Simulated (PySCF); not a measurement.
C5H5Cl, SMILES C(CC#C)(=C)Cl.

The structure is a stationary point at B3LYP-D3(BJ)/def2-SVP. The values are those of a single conformer.

Two levels are set side by side: TDA-PBE/def2-SVPD (PySCF) and TDA-B3LYP/def2-SVPD (PySCF). Vertical, same geometry. The lowest singlet is HOMO−1→LUMO 99 % with PBE and HOMO−1→LUMO 88 % with the other functional; states are paired by order. Differences are taken from unrounded values.

```
quantity                               TDA-B3LYP  TDA-PBE  TDA-PBE minus TDA-B3LYP
-------------------------------------  ---------  -------  -----------------------
lowest singlet excitation (eV)              6.03     5.29                    -0.74
lowest triplet excitation (TDA) (eV)        4.15     4.15                     0.00
first bright state (f over 0.05) (eV)       6.57     6.03                    -0.54
its oscillator strength                     0.15     0.07                    -0.08
```

A lower first singlet is the usual sign of a functional without exact exchange. Differences between two approximate levels are no errors against the true value.

Rough cost on one machine, each run with all the roots and properties that it gave: TDA-B3LYP against TDA-PBE about 2 times.
